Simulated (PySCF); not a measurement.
Zn(F)(SiH3) (FH₃SiZn), SMILES [F][Zn][SiH3].

Geometry optimised at B3LYP-D3(BJ)/def2-TZVP.

All values below come from B3LYP/def2-TZVPD (PySCF).

Symmetry labels are those of the subgroup Cs that the program uses (full group C3v).

**Question.** List the valence orbital energies around the gap with their symmetry. (The exact figures need the calculation; the answer reports its results.)

**Answer.** 
| orbital | symmetry | energy (eV) |
|---|---|---|
| HOMO−7 | A" | -14.54 |
| HOMO−6 | A' | -14.44 |
| HOMO−5 | A' | -10.62 |
| HOMO−4 | A" | -10.03 |
| HOMO−3 | A' | -10.03 |
| HOMO−2 | A" | -9.64 |
| HOMO−1 | A' | -9.64 |
| HOMO | A' | -8.34 |
| LUMO | A' | -1.27 |
| LUMO+1 | A" | -1.27 |
| LUMO+2 | A' | -1.21 |
| LUMO+3 | A' | 0.21 |
